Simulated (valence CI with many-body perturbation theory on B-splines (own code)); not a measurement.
Level structure of Au46+

Level of theory: relativistic CI+MBPT: five valence electrons over a frozen Dirac-Fock core [Ar] 3d10, a basis of 9 s, 9 p, 8 d, 6 f, 3 g, 1 h functions for each j, with the one-electron correlation potential Σ1 (screened to all orders), the two-electron term Σ2, the three-electron term Σ3, Breit, model QED; selected single and double excitations, second order for the rest (own B-spline code, finite nucleus).

No measured spectrum was set against this ion. As an estimate, large intervals hold to a few tenths of a per cent, small ones and those within an open d or f shell to about a per cent. Among the levels kept, up to 360 cm⁻¹ of a level comes from second order outside the variational space, and about a tenth of that is noise between levels of different J, which matters for small intervals.

Levels 1 to 45 of 54, with energies above the lowest level, (4s^2 4p1/2^2 4p3/2) J=3/2. "Leading %" is the weight of the configuration and term that name the level; weights of strongly mixed levels are sums over their largest components and can fall short. In the jj column 3d3/2^4 stands for four electrons in 3d with j = 3/2. Lifetimes count E1, E2, E3, M1 and M2 decay at the calculated energies, and are blank where another channel may lead or the interval is too uncertain; long ones can be off by a factor of two.

```
No.  Configuration  Term    J  E (eV)  Leading %  Lifetime                     Leading jj
  1        4s2 4p3   2P°  3/2    0.00         47                4s^2 4p1/2^2 4p3/2 (99 %)
  2        4s2 4p3   4S°  3/2  128.67         55   47.5 ns      4s^2 4p1/2 4p3/2^2 (99 %)
  3        4s2 4p3   2D°  5/2  134.65         99    218 ns      4s^2 4p1/2 4p3/2^2 (99 %)
  4        4s2 4p3   2P°  1/2  142.22         99   74.2 ns      4s^2 4p1/2 4p3/2^2 (99 %)
  5     4s2 4p2 4d    2D  3/2  171.95         39   47.7 ps      4s^2 4p1/2^2 4d3/2 (98 %)
  6     4s2 4p2 4d    2D  5/2  207.04         30   4.13 ps      4s^2 4p1/2^2 4d5/2 (93 %)
  7         4s 4p4    4P  5/2  241.02         66   3.53 ps      4s 4p1/2^2 4p3/2^2 (91 %)
  8         4s 4p4    2S  1/2  256.59         59   2.27 ps      4s 4p1/2^2 4p3/2^2 (93 %)
  9         4s 4p4    2P  3/2  258.59         41   1.18 ps      4s 4p1/2^2 4p3/2^2 (89 %)
 10        4s2 4p3   2P°  3/2  271.98         51   22.8 ns            4s^2 4p3/2^3 (98 %)
 11     4s2 4p2 4d    2F  5/2  299.79         46   72.8 ps  4s^2 4p1/2 4p3/2 4d3/2 (98 %)
 12     4s2 4p2 4d    4F  3/2  300.36         38   9.76 ps  4s^2 4p1/2 4p3/2 4d3/2 (97 %)
 13     4s2 4p2 4d    4D  1/2  300.57         80   68.3 ps  4s^2 4p1/2 4p3/2 4d3/2 (98 %)
 14     4s2 4p2 4d    2G  7/2  305.87         50    922 ps  4s^2 4p1/2 4p3/2 4d3/2 (96 %)
 15     4s2 4p2 4d    2D  5/2  321.92         35    437 fs  4s^2 4p1/2 4p3/2 4d3/2 (90 %)
 16     4s2 4p2 4d    2D  3/2  323.54         34    337 fs  4s^2 4p1/2 4p3/2 4d3/2 (90 %)
 17     4s2 4p2 4d    2P  1/2  324.58         37    408 fs  4s^2 4p1/2 4p3/2 4d3/2 (94 %)
 18     4s2 4p2 4d    4D  7/2  328.37         48    997 ps  4s^2 4p1/2 4p3/2 4d5/2 (99 %)
 19     4s2 4p2 4d    2P  3/2  333.25         43   7.03 ps  4s^2 4p1/2 4p3/2 4d5/2 (90 %)
 20     4s2 4p2 4d    2G  9/2  335.10         61   1.75 μs  4s^2 4p1/2 4p3/2 4d5/2 (99 %)
 21     4s2 4p2 4d    2D  5/2  336.03         34   5.67 ps  4s^2 4p1/2 4p3/2 4d5/2 (91 %)
 22     4s2 4p2 4d    2D  5/2  349.69         37    978 fs  4s^2 4p1/2 4p3/2 4d5/2 (91 %)
 23     4s2 4p2 4d    2F  7/2  349.88         57   1.57 ps  4s^2 4p1/2 4p3/2 4d5/2 (94 %)
 24     4s2 4p2 4d    2D  3/2  352.54         60   2.29 ps  4s^2 4p1/2 4p3/2 4d5/2 (95 %)
 25     4s2 4p2 4d    2P  1/2  353.99         53   1.76 ps  4s^2 4p1/2 4p3/2 4d5/2 (93 %)
 26         4s 4p4    4P  3/2  377.21         68   1.24 ps        4s 4p1/2 4p3/2^3 (86 %)
 27         4s 4p4    2D  5/2  385.96         66   1.26 ps        4s 4p1/2 4p3/2^3 (88 %)
 28     4s2 4p2 4f   2F°  5/2  397.19         33   7.59 ps      4s^2 4p1/2^2 4f5/2 (86 %)
 29         4s 4p4    2P  1/2  397.26         55    611 fs        4s 4p1/2 4p3/2^3 (87 %)
 30         4s 4p4    2P  3/2  398.27         46    645 fs        4s 4p1/2 4p3/2^3 (89 %)
 31     4s2 4p2 4f   2F°  7/2  406.29         20   10.2 ps      4s^2 4p1/2^2 4f7/2 (66 %)
 32      4s 4p3 4d   4D°  5/2  409.29         28   18.7 ps  4s 4p1/2^2 4p3/2 4d3/2 (93 %)
 33      4s 4p3 4d   4D°  3/2  409.84         26   11.8 ps  4s 4p1/2^2 4p3/2 4d3/2 (96 %)
 34      4s 4p3 4d   4P°  1/2  409.98         45   23.9 ps  4s 4p1/2^2 4p3/2 4d3/2 (96 %)
 35      4s 4p3 4d   6D°  7/2  417.16         16   8.21 ps  4s 4p1/2^2 4p3/2 4d3/2 (59 %)
 36      4s 4p3 4d   2D°  3/2  423.98         28   2.26 ps  4s 4p1/2^2 4p3/2 4d3/2 (84 %)
 37      4s 4p3 4d   4D°  1/2  432.31         48   1.26 ps  4s 4p1/2^2 4p3/2 4d3/2 (94 %)
 38      4s 4p3 4d   2F°  5/2  434.35         30    867 fs  4s 4p1/2^2 4p3/2 4d3/2 (84 %)
 39      4s 4p3 4d   4F°  9/2  436.75         47   35.6 ps  4s 4p1/2^2 4p3/2 4d5/2 (97 %)
 40      4s 4p3 4d   4D°  5/2  446.60         31   2.65 ps  4s 4p1/2^2 4p3/2 4d5/2 (95 %)
 41     4s2 4p2 4d    2D  3/2  449.80         33    425 fs      4s^2 4p3/2^2 4d3/2 (91 %)
 42     4s2 4p2 4d    2D  5/2  450.67         27    514 fs      4s^2 4p3/2^2 4d3/2 (90 %)
 43     4s2 4p2 4d    4P  1/2  450.78         43    465 fs      4s^2 4p3/2^2 4d3/2 (91 %)
 44      4s 4p3 4d   2P°  3/2  452.40         31   3.51 ps  4s 4p1/2^2 4p3/2 4d5/2 (82 %)
 45     4s2 4p2 4d    2F  7/2  452.62         48    563 fs      4s^2 4p3/2^2 4d3/2 (95 %)
```

The ionisation energy to 4s2 4p2 3P_0 of the next ion comes out as 2445.2 eV (NIST: 2443 ± 4 eV (theoretical)). All 54 levels together are meant to be complete up to 471.78 eV.
